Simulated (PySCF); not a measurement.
# Shapes and spin states of CoCl2

Level of theory: PBE0/[Co def2-SVP, Cl def2-SVP], no relativity, density fitting, PySCF.

Relaxations began from a few typed shapes and spin states; open shells are unrestricted. The search is not exhaustive: other isomers or separated fragments can lie lower, and high-lying points may rest on an excited occupation.

**Question.** Order these stationary points by electronic energy, lowest first, in kJ/mol from the lowest minimum.
A. quartet D∞h: Co–Cl 2.102 Å (×2); Cl–Co–Cl 180.0°
B. broken-symmetry Ms = 1/2 (⟨S²⟩ 1.75) D∞h: Co–Cl 2.116 Å (×2); Cl–Co–Cl 180.0°
C. broken-symmetry Ms = 1/2 (⟨S²⟩ 1.75) D∞h: Co–Cl 2.093 Å (×2); Cl–Co–Cl 180.0°

**Answer.** A (0.0), C (106.3), B (114.8).

**Question.** Which of them are minima?

**Answer.** By energy in kJ/mol, 0.0: minimum; 106.3: minimum; 114.8: minimum.

Formally Co is in oxidation state +2, d7, with 3 unpaired electrons (the high-spin count). The Mulliken spin on Co is 2.76. The polar-tensor charge on Co, 1.18, is far below the formal one.

For the lowest minimum: other spin states or occupations of the open shell can lie lower.

The electron or spin density has lower symmetry than the nuclear frame for the broken-symmetry Ms = 1/2 (⟨S²⟩ 1.75) D∞h at 106.3 kJ/mol, broken-symmetry Ms = 1/2 (⟨S²⟩ 1.75) D∞h at 114.8 kJ/mol.
